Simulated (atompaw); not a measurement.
## Before and after: PAW (atompaw) potential for bromine

```json
{
 "Element": "Br",
 "Generator": "atompaw 4.2.0.5",
 "Type": "PAW",
 "Functional": "PBE",
 "Relativity": "scalar-relativistic",
 "Frozen core": "[Ne]",
 "Valence charge": "25",
 "Reference configuration": "3s2 3p6 3d10 4s2 4p4 (charge +1)",
 "Partial waves": "3s (bound): rc 0.75 bohr; 4s (bound): rc 1.10 bohr; 3p (bound): rc 0.85 bohr; 4p (bound): rc 1.10 bohr; 3d (bound): rc 1.10 bohr; 3d channel at -5.25 Ry: rc 1.10 bohr",
 "Local potential": "ultrasoft scheme with l = 3 at 0 Ry, radius 1.00 bohr",
 "Core correction": "smooth core density matched at 0.60 bohr",
 "Augmentation charge": "sinc compensation charge, radius 0.85 bohr; PAW radius 1.10 bohr; waves and projectors: custom rrkj gramschmidtortho"
}
```

All-electron outer shells of the reference configuration (PBE, scalar-relativistic, ld1.x):

| shell | level (eV) | outermost node (bohr) | outermost maximum (bohr) |
| --- | --- | --- | --- |
| 2p | -1539.85 | – | 0.13 |
| 3s | -249.29 | 0.23 | 0.48 |
| 3p | -184.71 | 0.21 | 0.48 |
| 3d | -77.92 | – | 0.43 |
| 4s | -30.40 | 0.67 | 1.41 |
| 4p | -17.47 | 0.70 | 1.62 |

Change: core [Ar] 3d10, valence charge 7; reference 4s2 4p5; waves now 4s (bound): rc 1.40 bohr; 4s channel at 0.1 Ry: rc 1.85 bohr; 4p (bound): rc 1.85 bohr; 4p channel at 4.8 Ry: rc 1.85 bohr; local potential ultrasoft scheme with l = 2 at 0 Ry, radius 1.55 bohr; core correction smooth core density matched at 1.25 bohr; augmentation sinc compensation charge, radius 1.75 bohr; PAW radius 1.85 bohr; waves and projectors: custom rrkj gramschmidtortho.

Cutoffs: the cutoffs (Ry, on a coarse ladder) from which the occupation-weighted sum of valence levels, in a spherical-Bessel basis at the reference potential, stays within 10 and 1 mRy of its value at 400 Ry; they do not see the model core or the augmentation charge, which bear on the density cutoff.

What does the change do?

The potential gets softer (180 Ry and 300 Ry → 18 Ry and 40 Ry); neither file shows a bound ghost. The shells moved into the core no longer need plane waves of their own. Several settings change at once here, so the effects cannot be laid on one of them.

```csv
quantity,base,changed
"cutoff, loose",180 Ry,18 Ry
"cutoff, tight",300 Ry,40 Ry
bound ghosts,none,none
lowest overlap eigenvalue by channel,"s 0.10, p 0.55, d 1.00","s 0.07, p 0.21"
```

 The cutoffs see the waves, projectors and local potential, not the compensation charge or the core.
